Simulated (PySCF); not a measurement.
Stationary points of K₂Cl₂

All numbers come from PBE0/[K def2-TZVP, Cl def2-TZVP], no relativity, density fitting, PySCF.

Relaxations began from a few typed shapes. The search is not exhaustive: other isomers or separated fragments can lie lower, and high-lying points may rest on an excited occupation.

**Question.** Which is the lowest minimum found?
A. singlet D2h: K–Cl 2.884 Å (×4); Cl–K–Cl 94.4° (×2), K–Cl–K 85.6° (×2)
B. singlet D2h: K–Cl 2.884 Å (×4); Cl–K–Cl 94.8° (×2), K–Cl–K 85.2° (×2)

**Answer.** A. The others lie at 0.6 (singlet D2h) kJ/mol above it.
